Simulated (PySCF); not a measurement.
## La(NH2)3(H2O) at several levels of theory

Computed with PySCF 2.14.0 (density fitting, no spin-orbit coupling) at the geometry relaxed with PBE0:

```xyz
13
La(NH2)3(H2O) (singlet)
La    0.2295   -0.2295    0.2978
N     1.3248    1.4746    1.4145
H     2.1683    1.9684    1.1168
H     1.0845    1.8847    2.3193
N    -1.4746   -1.3248    1.4145
H    -1.8847   -1.0845    2.3193
H    -1.9684   -2.1683    1.1168
N     1.3276   -1.3276   -1.4260
H     1.0794   -2.2253   -1.8474
H     2.2253   -1.0794   -1.8474
O    -1.1887    1.1887   -1.3792
H    -1.8588    1.8588   -1.2079
H    -1.1088    1.1088   -2.3360
```

```tsv
level	basis	state	HOMO (eV)	gap (eV)	charge on La1 (e)	population of f-type functions on La1 (polarisation alone where 4f lies in the core)	dipole about the centre of mass (D)	largest force component (eV/Å)
PBE0	La lcecp-1-SVP with ECP46, N def2-SVP, H def2-SVP, O def2-SVP	singlet	-5.39	4.87	0.89	0.07	4.46	0.02
PBE0	La lcecp-1-TZVP with ECP46, N def2-TZVP, H def2-TZVP, O def2-TZVP	singlet	-5.59	4.86	1.53	0.10	4.47	0.32
```

In the lcecp rows the 4f levels are missing from HOMO and gap, and the state counts the valence alone.

Charges are Mulliken's, which hang on the basis. The relaxation used the grid (50, 194), these runs (75, 302) or, all-electron (x2c bases, spin-free X2C Hamiltonian), (99, 590).

(1) A further run in the first row's basis gives HOMO (eV) -4.33, gap (eV) 3.71, charge on La1 (e) 0.85, population of f-type functions on La1 (polarisation alone where 4f lies in the core) 0.07, dipole about the centre of mass (D) 4.44, largest force component (eV/Å) 0.13. Which level was it?
A. TPSSh
B. r2SCAN

No frequency check is given that shows the relaxed geometry to be a minimum.

## Answers

(1) B. The others give HOMO -4.64 eV (TPSSh).
